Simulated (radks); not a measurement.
Problem. The mean radii <r> (bohr) of the occupied orbitals of an atom or ion are listed with their occupations. All-electron calculation, scalar-relativistic Kohn-Sham, LDA (Slater exchange, VWN5 correlation), spin-polarised, spherical densities, finite nucleus; Fermi nuclear charge, rms radius of each element as measured or else 0.836 A^(1/3) + 0.57 fm. Program: a radial shooting solver on a logarithmic mesh with Libxc functionals.

orbital  occ.     <r>
1s          2  0.2720
2s          2   1.366

Name the element and its charge. Open shells, if any, are filled with parallel spins first.

Solution. Z = 6, carbon, charge +2: C2+ in [He] 2s2. The 1s radius gives Z: for a bare nucleus <r> = (2 gamma + 1)/(2Z) with gamma = sqrt(1 - (Z/c)^2), 0.2498 bohr for Z = 6, and screening makes it slightly larger (0.2720 here). The occupations add up to 4, and the charge is Z minus that.
